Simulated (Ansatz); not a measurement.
Ideal-gas functions of C2H3BS (`BSC#C`) at 600 K and 1 bar, from an Ansatz frequency run at PBE0-D4/def2-TZVP.

Molar mass 69.92 g/mol, point group Cs (symmetry number 1), electronic degeneracy 1, moments of inertia 27.998, 86.27, 109.735 u Å². Harmonic wavenumbers (cm⁻¹, unscaled): 332, 375, 432, 493, 686, 756, 789, 853, 904, 939, 1176, 1967, 2589, 2711, 3432.

Use S(trans) = R[1.5 ln M + 2.5 ln T − 1.1517]; rotational temperatures θ = 24.2544 K / I; S(rot) = R[ln(√π/σ · √(T³/θAθBθC)) + 1.5]; for each mode x = 1.438777 ν̃/T, S = R[x/(eˣ − 1) − ln(1 − e⁻ˣ)] and H = RT x/(eˣ − 1); 1 cm⁻¹ = 0.0119627 kJ/mol; R = 8.31446 J/(mol·K).

Question: By hand: the entropy, in J/(mol·K).

Answer: Translation 176.4. Rotation: θ = 0.8663, 0.2811, 0.221 K, giving 109.2. Vibration, mode by mode: 10.43, 9.47, 8.38, 7.39, 5.05, 4.42, 4.15, 3.68, 3.34, 3.13, 2.00, 0.43, 0.12, 0.09, 0.02, in all 62.1. Electronic 0.0. Sum 347.7 J/(mol·K).

Question: By hand: H − E and G − E in kJ/mol, counted from the electronic energy.

Answer: Zero-point energy ½ × 18434 × 0.0119627 = 110.3; thermal vibration 22.7; translation, rotation and pV give 4 RT = 20.0. H − E = 153.0 kJ/mol, and G − E = 153.0 − 600 × 347.7/1000 = -55.6 kJ/mol.

Vibration gives 18 % of the entropy.
